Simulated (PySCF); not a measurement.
# Where the electron goes

C₄H₁₀N₂P (charge +1).
Cartesian coordinates in Å at the GFN2-xTB level; atoms count from 1:
```
atom  x, y, z in Å
C1    -2.6349   -0.1908    0.0178
N2    -1.2039    0.0655   -0.0136
C3    -0.6396    1.2228   -0.6088
C4     0.6870    1.2156   -0.5697
N5     1.2046    0.0135   -0.0230
C6     2.6260   -0.2175    0.1774
P7    -0.0192   -0.9550    0.4630
H8    -2.8379   -1.0260    0.6880
H9    -3.1575    0.6905    0.3905
H10   -3.0167   -0.4336   -0.9758
H11   -1.2943    1.9789   -0.9932
H12    1.3704    1.9654   -0.9141
H13    3.1694    0.0195   -0.7375
H14    2.7917   -1.2673    0.4185
H15    3.0164    0.3980    0.9901
H16   -0.1142   -1.2515    1.8324
H17    0.0459   -2.2159   -0.1519
```

Theory: PySCF 2.14.0, density-fitted response routines, TDDFT CAM-B3LYP/def2-SVPD, vertical, gas phase, core orbitals frozen in the response.

Kohn–Sham orbitals with the atoms that hold most of them (Löwdin shares over 4%, at most four atoms; ? is withheld):

```csv
orbital,ε (eV),atoms
HOMO-3,-16.77,"C6 16%, C1 16%, N5 8%, N2 8%"
HOMO-2,-16.10,"C4 16%, C3 16%, N5 11%, N2 11%"
HOMO-1,-14.32,?
HOMO,-11.66,?
LUMO,?,"P7 41%, H17 12%, H16 12%, N2 8%"
LUMO+1,-3.28,"P7 36%, H17 18%, H16 18%, C4 4%"
LUMO+2,-2.71,"C4 26%, C3 26%, N5 8%, N2 8%"
```

Q: Give the leading atoms of the HOMO-1.

A: N2 (bonded to 2 C and P) 27%; N5 (bonded to 2 C and P) 27%; C1 (bonded to N and 3 H) 9%; C6 (bonded to N and 3 H) 9%. By element: nitrogen 54%, carbon 18% or more.

Q: Which atoms hold the HOMO, and with what shares?

A: C3 (bonded to C, N and H) 23%; C4 (bonded to C, N and H) 23%; N5 (bonded to 2 C and P) 16%; N2 (bonded to 2 C and P) 15%. By element: carbon 46% or more, nitrogen 31%.

Q: What is the LUMO energy, and the HOMO–LUMO gap?

A: ε(LUMO) = -4.45 eV; the gap is 7.21 eV (0.2651 hartree).

Q: How does S1 compare with the orbital gap of 7.21 eV?

A: S1 is at 3.74 eV (f = 0.0027), 3.48 eV below the gap, made of HOMO→LUMO (98%). 

Q: Give energy, strength and leading configuration of S1, S2 and S5, and follow the Löwdin shares of the leading atoms from the occupied to the empty orbital.

A: 
- S1 (3.74 eV, f 0.0027), HOMO→LUMO (98%): C3 23% → at most 9%, C4 23% → at most 9%, P7 at most 16% → 41%, H17 at most 16% → 12%
- S2 (5.20 eV, f 0.018), HOMO→LUMO+1 (85%): C3 23% → at most 5%, C4 23% → 4%, P7 at most 16% → 36%, H17 at most 16% → 18%
- S5 (6.28 eV, f 0.0075), HOMO-1→LUMO (92%): N2 27% → 8%, N5 27% → at most 9%, P7 at most 9% → 41%, H17 at most 9% → 12%
